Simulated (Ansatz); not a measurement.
Cartesian coordinates in Å:
```
C 0.920 0.857 -1.870
O -0.068 0.081 -1.215
B -0.911 0.699 -0.084
O -0.793 -0.639 0.671
C -0.598 -0.648 2.074
B 0.349 -1.063 -0.271
H 0.421 1.657 -2.417
H 1.618 1.278 -1.142
H 1.453 0.214 -2.570
H -0.297 1.573 0.486
H -2.037 0.951 -0.421
H 0.277 -0.050 2.340
H -0.457 -1.680 2.394
H -1.489 -0.237 2.548
H 1.429 -0.840 0.229
H 0.182 -2.152 -0.751
```

The species carries charge 0 and has multiplicity 1.

(1) List the PBE0/def2-TZVPP orbital energies in eV (Ansatz 0.2.0). (Best estimate.)

Results:

(1) The calculation gave: Occupied: -524.07, -524.07, -279.85, -279.85, -184.84, -184.84, -30.69, -29.19, -20.90, -19.41, -16.09, -15.88, -14.41, -14.20, -13.33, -12.86, -11.86, -11.68, -10.88, -10.68, -9.61, -9.16, -8.73, -7.66. Lowest empty: 0.62, 1.37, 1.72, 2.23, 2.35, 2.54, 2.56, 3.09.
